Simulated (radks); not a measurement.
Removal energies from the chlorine ion Cl11+, [He] 2s2 2p2, by Delta-SCF beside the eigenvalue of the level emptied. All-electron calculation, scalar-relativistic Kohn-Sham, PBE, spin-polarised, spherical densities, finite nucleus; Fermi nuclear charge, rms radius of each element as measured or else 0.836 A^(1/3) + 0.57 fm. Program: a radial shooting solver on a logarithmic mesh with Libxc functionals. Open shells are filled with parallel spins first.

removed from  final configuration  Delta-SCF (eV)  -eigenvalue (eV)
2p                   [He] 2s2 2p1          593.28            562.35
2s                   [He] 2s1 2p2          617.85            595.01
1s                    1s1 2s2 2p2          3292.6            3197.0
